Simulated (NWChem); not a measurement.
System: iodoethane (C$_{2}$H$_{5}$I); SMILES CCI

Here is an NWChem input.

```
start job
memory heap 200 mb stack 900 mb global 1100 mb
geometry units angstroms noautoz
  C      0.454361     2.403257     0.000000
  C     -0.677733     1.406024     0.000000
  I      0.011748    -0.645683     0.000000
  H      1.091300     2.296372     0.890007
  H      0.038706     3.425222     0.000000
  H      1.091300     2.296372    -0.890007
  H     -1.311905     1.485722     0.892166
  H     -1.311905     1.485722    -0.892166
end
basis spherical
  * library def2-tzvpd
end
ecp
  I library def2-ecp
end
dft
  xc hfexch
  iterations 150
  semidirect filesize 400000000
  mulliken
end
task dft energy
```

Parts of the log:

```
             Northwest Computational Chemistry Package (NWChem) 7.3.0
             --------------------------------------------------------

 CS  symmetry detected

                             Geometry "geometry" -> ""
                             -------------------------

 Output coordinates in angstroms (scale by  1.889725989 to convert to a.u.)

  No.       Tag          Charge          X              Y              Z
 ---- ---------------- ---------- -------------- -------------- --------------
    1 C                    6.0000     0.44383497     2.41365889     0.00000000
    2 C                    6.0000    -0.67721932     1.40403135     0.00000000
    3 I                   53.0000     0.03479210    -0.63996606     0.00000000
    4 H                    1.0000     1.08191133     2.31378773     0.89000700
    5 H                    1.0000     0.01696184     3.43098915     0.00000000
    6 H                    1.0000     1.08191133     2.31378773    -0.89000700
    7 H                    1.0000    -1.31222975     1.47674759     0.89216600
    8 H                    1.0000    -1.31222975     1.47674759    -0.89216600

 Effective nuclear repulsion energy (a.u.)     214.2873647954

      Symmetry information
      --------------------

 Group name             Cs
 Group number              2
 Group order               2
 No. of unique centers     6

 Summary of "ao basis" -> "ao basis" (spherical)
 ------------------------------------------------------------------------------
       Tag                 Description            Shells   Functions and Types
 ---------------- ------------------------------  ------  ---------------------
 C                         def2-tzvpd               13       37   6s3p3d1f
 I                         def2-tzvpd               19       59   7s6p4d2f
 H                         def2-tzvpd                5        9   3s2p

      Symmetry analysis of basis
      --------------------------

        a'        114
        a"         64

            General Information
            -------------------
          SCF calculation type: DFT
          Wavefunction type:  closed shell.
          No. of atoms     :     8
          No. of electrons :    42
           Alpha electrons :    21
            Beta electrons :    21
          Charge           :     0
          Spin multiplicity:     1
          Use of symmetry is: on ; symmetry adaption is: on
          Maximum number of iterations: 150
          AO basis - number of functions:   178
                     number of shells:    70
          Convergence on energy requested:  1.00D-06
          Convergence on density requested:  1.00D-05
          Convergence on gradient requested:  5.00D-04

              XC Information
              --------------
                     Hartree-Fock (Exact) Exchange  1.000

      Superposition of Atomic Density Guess
      -------------------------------------

 Sum of atomic energies:        -425.00410221

      Non-variational initial energy
      ------------------------------

 Total energy =    -375.918864
 1-e energy   =    -860.087160
 2-e energy   =     363.674645
 HOMO         =      -0.326159
 LUMO         =      -0.020538

      Symmetry analysis of molecular orbitals - initial
      -------------------------------------------------

  Numbering of irreducible representations:

     1 a'          2 a"

  Orbital symmetries:

     1 a'          2 a'          3 a'          4 a'          5 a'
     6 a"          7 a'          8 a'          9 a"         10 a'
    11 a"         12 a'         13 a'         14 a'         15 a"
    16 a'         17 a'         18 a"         19 a'         20 a'
    21 a"         22 a'         23 a'         24 a'         25 a"
    26 a'         27 a'         28 a'         29 a"         30 a"
    31 a'

------------------------------------------------------------
EAF file 0: "./job.aoints.0" size=397934592 bytes
------------------------------------------------------------
               write      read    awrite     aread      wait
               -----      ----    ------     -----      ----
     calls:      759         0         0         0         0
   data(b): 3.98e+08  0.00e+00  0.00e+00  0.00e+00
   time(s): 0.00e+00  0.00e+00  0.00e+00  0.00e+00  0.00e+00
rate(mb/s): 0.00e+00  0.00e+00
------------------------------------------------------------

     ---------------------------------------------
      Total Density - Mulliken Population Analysis
     ---------------------------------------------

    Atom       Charge   Shell Charges
 -----------   ------   -------------------------------------------------------
    1 C    6     6.72   0.86  1.12  0.55  0.67  0.13 -0.00  1.26  1.40  0.68  0.01  0.04 -0.00  0.00
    2 C    6     6.13   0.86  1.12  0.53  0.69 -0.02 -0.01  1.08  1.30  0.49  0.01  0.07  0.00  0.00
    3 I   25    25.25   0.19 -0.77  1.58  1.01  1.10  0.86  0.03 -0.49  6.45  1.37  2.87  1.01  0.01  9.23  0.76  0.05 -0.00  0.01  0.00
    4 H    1     0.78   0.24  0.45  0.04  0.02  0.02
    5 H    1     0.79   0.24  0.44  0.06  0.02  0.02
    6 H    1     0.78   0.24  0.45  0.04  0.02  0.02
    7 H    1     0.78   0.24  0.45  0.06  0.02  0.01
    8 H    1     0.78   0.24  0.45  0.06  0.02  0.01

   convergence    iter        energy       DeltaE   RMS-Dens  Diis-err
 ---------------- ----- ----------------- --------- --------- ---------
 d= 0,ls=0.0,diis     1   -375.3028064101 -4.96D+02  3.65D-03  1.85D-01
 d= 0,ls=0.0,diis     2   -375.3313837909 -2.86D-02  1.07D-03  4.96D-02
 d= 0,ls=0.0,diis     3   -375.3363577777 -4.97D-03  3.88D-04  6.54D-03
 d= 0,ls=0.0,diis     4   -375.3372511474 -8.93D-04  1.12D-04  1.85D-04
 d= 0,ls=0.0,diis     5   -375.3372975384 -4.64D-05  6.06D-05  2.63D-05
  Resetting Diis
 d= 0,ls=0.0,diis     6   -375.3373059502 -8.41D-06  2.35D-05  2.97D-06
 d= 0,ls=0.0,diis     7   -375.3373072846 -1.33D-06  6.14D-06  4.12D-07
 d= 0,ls=0.0,diis     8   -375.3373074197 -1.35D-07  2.80D-06  1.09D-07

         Total DFT energy =     -375.337307419710
      One electron energy =     -862.642676451893
           Coulomb energy =      400.137334745254
    Exchange-Corr. energy =      -33.325617031815
 Nuclear repulsion energy =      120.493651318744

 Numeric. integr. density =        0.000000000000

                  Occupations of the irreducible representations
                  ----------------------------------------------

                     irrep           alpha         beta
                     --------     --------     --------
                     a'               15.0         15.0
                     a"                6.0          6.0

                       DFT Final Molecular Orbital Analysis
                       ------------------------------------

 Vector   19  Occ=2.000000D+00  E=-4.351665D-01  Symmetry=a'
              MO Center= -1.5D-01,  4.6D-01,  2.6D-15, r^2= 3.5D+00
   Bfn.  Coefficient  Atom+Function         Bfn.  Coefficient  Atom+Function
  ----- ------------  ---------------      ----- ------------  ---------------
    92      0.365290  3 I  py                86     -0.318534  3 I  py
    89      0.242859  3 I  py                48     -0.213411  2 C  py
    45     -0.194468  2 C  py                51     -0.174964  2 C  py
    42     -0.165653  2 C  s                  5      0.138097  1 C  s
    91     -0.131808  3 I  px               144      0.127536  5 H  s

 Vector   20  Occ=2.000000D+00  E=-3.586430D-01  Symmetry=a'
              MO Center=  2.4D-02, -5.7D-01,  5.0D-14, r^2= 2.3D+00
   Bfn.  Coefficient  Atom+Function         Bfn.  Coefficient  Atom+Function
  ----- ------------  ---------------      ----- ------------  ---------------
    91      0.527033  3 I  px                85     -0.421736  3 I  px
    88      0.329270  3 I  px                94      0.252626  3 I  px
    92      0.186880  3 I  py                86     -0.150046  3 I  py
    89      0.117246  3 I  py                95      0.089053  3 I  py
    14      0.068714  1 C  py                 4     -0.054499  1 C  s

 Vector   21  Occ=2.000000D+00  E=-3.576552D-01  Symmetry=a"
              MO Center=  1.0D-02, -5.8D-01, -5.5D-14, r^2= 2.2D+00
   Bfn.  Coefficient  Atom+Function         Bfn.  Coefficient  Atom+Function
  ----- ------------  ---------------      ----- ------------  ---------------
    93      0.558975  3 I  pz                87     -0.447095  3 I  pz
    90      0.349127  3 I  pz                96      0.269792  3 I  pz
    46     -0.064947  2 C  pz               162     -0.060893  7 H  s
   171      0.060893  8 H  s                 84     -0.056868  3 I  pz
    49     -0.052884  2 C  pz                52     -0.046508  2 C  pz

 Vector   22  Occ=0.000000D+00  E= 4.677883D-02  Symmetry=a'
              MO Center=  4.6D-01, -2.1D+00,  2.5D-16, r^2= 1.8D+01
   Bfn.  Coefficient  Atom+Function         Bfn.  Coefficient  Atom+Function
  ----- ------------  ---------------      ----- ------------  ---------------
    43      2.275697  2 C  s                 81     -1.582144  3 I  s
    98     -1.536721  3 I  py                97      0.641774  3 I  px
   145      0.568737  5 H  s                136     -0.519414  4 H  s
   154     -0.519414  6 H  s                 95     -0.475968  3 I  py
    42      0.435962  2 C  s                 13      0.400152  1 C  px

 Vector   23  Occ=0.000000D+00  E= 6.075951D-02  Symmetry=a'
              MO Center= -7.3D-01, -1.2D+00, -2.4D-17, r^2= 2.0D+01
   Bfn.  Coefficient  Atom+Function         Bfn.  Coefficient  Atom+Function
  ----- ------------  ---------------      ----- ------------  ---------------
     5      3.127333  1 C  s                 42      2.634291  2 C  s
   163     -1.705166  7 H  s                172     -1.705166  8 H  s
    97     -1.134777  3 I  px               145     -1.139605  5 H  s
    50     -1.003894  2 C  px                98     -0.848257  3 I  py
   136     -0.785476  4 H  s                154     -0.785476  6 H  s

[...]
```

Level: Hartree-Fock/def2-TZVPD with def2 effective core potentials on I. Coordinates come from a PBE0/def2-SVP optimisation. def2 effective core potentials on I; no spin-orbit coupling.
